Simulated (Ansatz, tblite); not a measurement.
Removing an electron: (H3Si)2NMe (CH9NSi2). The state is a singlet with charge 0. Geometry: r2SCAN-D4/def2-SVP. Ansatz, gas phase; energy differences of separate SCF runs; the oxidised species was run as a doublet alone.

```csv
atom,x (Å),y (Å),z (Å)
Si1,-1.226,0.732,0.963
H2,-0.933,0.543,2.422
H3,-1.224,2.190,0.656
H4,-2.581,0.146,0.713
N5,-0.052,-0.052,-0.066
C6,0.023,-1.516,0.011
Si7,1.195,0.755,-0.983
H8,2.559,0.577,-0.385
H9,0.879,2.210,-1.034
H10,1.249,0.181,-2.366
H11,0.406,-1.941,-0.933
H12,-0.977,-1.954,0.175
H13,0.681,-1.870,0.828
```

The xTB rows come from tblite. Correlated methods freeze 12 core orbitals.

```tsv
level	−HOMO (eV)	vertical IE (eV)	−LUMO (eV)	HOMO–LUMO gap (eV)
GFN2-xTB	9.95	13.01	5.28	4.67
PBE-D4/def2-TZVP	5.76	8.73	0.80	4.96
r2SCAN-D4/def2-TZVP	6.02	8.77	0.41	5.61
CCSD/def2-TZVP	–	9.03	–	–
CCSD(T)/def2-TZVP	–	9.09	–	–
```

(1) Estimate the rows for GFN1-xTB, HF/def2-TZVP, PBE0-D4/def2-TZVP, MP2/def2-TZVP.

## Answers

(1) 
```csv
level,−HOMO (eV),vertical IE (eV),−LUMO (eV),HOMO–LUMO gap (eV)
GFN1-xTB,11.15,14.06,5.44,5.71
HF/def2-TZVP,10.24,7.95,-3.08,13.32
PBE0-D4/def2-TZVP,7.04,8.91,-0.06,7.10
MP2/def2-TZVP,–,9.40,–,–
```

  Raw xTB energy differences between charge states are shifted by several eV; the methods need an empirical correction for them.
